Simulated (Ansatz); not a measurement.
Clusters of 6 atoms, IV-VI: gap (eV) at several levels, gas phase, relaxed structures; Ansatz. Clusters are the lowest isomers that short searches found in that spin, judged at the geometry's level. Core potentials for Pb, Sn, Te in the def2 sets, no spin–orbit coupling. HOMO and LUMO are taken over both spins. Singlets are spin-restricted. A dash marks a value that wasn't run or was left out as unsound. The structures are stationary points that may keep the symmetry of their start. Remarks come from the PBE and PBE0 runs and from stability tests at other levels; not every state was tested.

| species | state | geometry | PBE-D4/def2-SVP | PBE-D4/def2-TZVP | PBE-D4/def2-TZVPD | r2SCAN-D4/def2-TZVP | PBE0-D4/def2-SVP | PBE0-D4/def2-TZVP |
| --- | --- | --- | --- | --- | --- | --- | --- | --- |
| Sn2S4 | singlet | PBE-D4/def2-SVP | 2.34 | 2.36 | 2.35 | 2.71 | 4.10 | 4.09 |
| Ge3Se3 | singlet | PBE0-D4/def2-SVP | 1.89 | 1.89 | 1.88 | 2.04 | 3.26 | 3.27 |
| Ge3O3 | singlet | r2SCAN-D4/def2-SVP | 3.22 | 3.23 | 3.23 | 3.55 | 5.10 | 5.11 |
| Pb3Se3 | singlet | r2SCAN-D4/def2-SVP | 1.51 | 1.55 | – | 1.79 | 3.00 | 3.04 |
| Si2Se4 | singlet | PBE0-D4/def2-SVP | 2.54 | 2.59 | 2.59 | 2.90 | 4.22 | 4.28 |

(1) Estimate the rows for Pb2O4 (with 2 O–O bonds) (singlet, PBE-D4/def2-SVP geometry); Te3Pb3⁺ (doublet, PBE-D4/def2-SVP geometry).

(1) 
| species | state | geometry | PBE-D4/def2-SVP | PBE-D4/def2-TZVP | PBE-D4/def2-TZVPD | r2SCAN-D4/def2-TZVP | PBE0-D4/def2-SVP | PBE0-D4/def2-TZVP | remarks |
| --- | --- | --- | --- | --- | --- | --- | --- | --- | --- |
| Pb2O4 (with 2 O–O bonds) | singlet | PBE-D4/def2-SVP | 2.01 | 2.05 | 2.06 | 2.38 | 3.99 | 4.03 | triplet 0.70 eV lower at PBE0-D4/def2-TZVP (not tabulated) |
| Te3Pb3⁺ | doublet | PBE-D4/def2-SVP | 0.67 | 0.68 | – | 1.13 | 2.27 | 2.28 | – |

Over the 5 species that have every level, the mean is 2.40 at PBE-D4/def2-SVP, 2.42 at PBE-D4/def2-TZVP, 2.42 at PBE-D4/def2-TZVPD, 2.72 at r2SCAN-D4/def2-TZVP, 4.13 at PBE0-D4/def2-SVP, 4.16 at PBE0-D4/def2-TZVP. Orbital gaps grow with the share of exact exchange and aren't one observable across functionals.
